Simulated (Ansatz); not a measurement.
`C[Si](C)(C)P` → `[CH2]` (triplet) + `C[SiH](C)P` at 298.15 K and 1 bar (formal loss of a carbene).

Calculated with Ansatz (gas phase, PBE0-D4/def2-TZVP geometries, no zero-point term in ΔE). CBS: MP2 limit from def2 TZ/QZ plus the TZ coupled-cluster correction, frozen cores. This one scheme is used for every species. Triplets are unrestricted, without spin–orbit coupling. One conformer a species, not always the lowest.

```
          species  CCSD(T)/CBS energy (Eh)  H − E (kJ/mol)  S (J/(mol·K))
   `C[Si](C)(C)P`               -750.84275           365.7          392.2
`[CH2]` (triplet)                -39.09499            55.4          195.3
     `C[SiH](C)P`               -711.56475           285.9          355.6
```

H − E and S are ideal-gas, rigid-rotor, harmonic terms from PBE0-D4/def2-TZVP, for one conformer and one mirror image of each species, with the whole ground term of open shells counted as degenerate. 1 Eh = 2625.50 kJ/mol, R = 8.31446 J/(mol·K).

Q: By hand: ΔE, ΔH, ΔS and ΔG.

A: ΔE = (-39.09499) + (-711.56475) − (-750.84275) = 0.18301 Eh = 480.5 kJ/mol. Δ(H − E) = 55.4 + 285.9 − 365.7 = -24.4, so ΔH = 456.1 kJ/mol. ΔS = 195.3 + 355.6 − 392.2 = 158.7 J/(mol·K). ΔG = 456.1 − 298.15 × (158.7)/1000 = 408.8 kJ/mol.

Q: By hand: the equilibrium constant, and the temperature at which ΔG would vanish if ΔH and ΔS stayed fixed.

A: log₁₀ K = −ΔG/(RT ln 10) = -71.6. ΔG = 0 at ΔH/ΔS = 2874 K, far beyond where these terms or the molecules hold.

The number of gas molecules changes by +1, which sets the sign of ΔS. A doubt of 5 kJ/mol in ΔE shifts log₁₀ K by 0.9 here. Other conformers and mirror images would add mixing entropy, several J/(mol·K) or more a flexible species. A triplet takes part, so the spin changes. These are equilibria of isolated gas molecules and say nothing of rates. Largest T1 diagnostic: 0.011 (customary marks: 0.02 for closed shells, 0.045 for open ones).
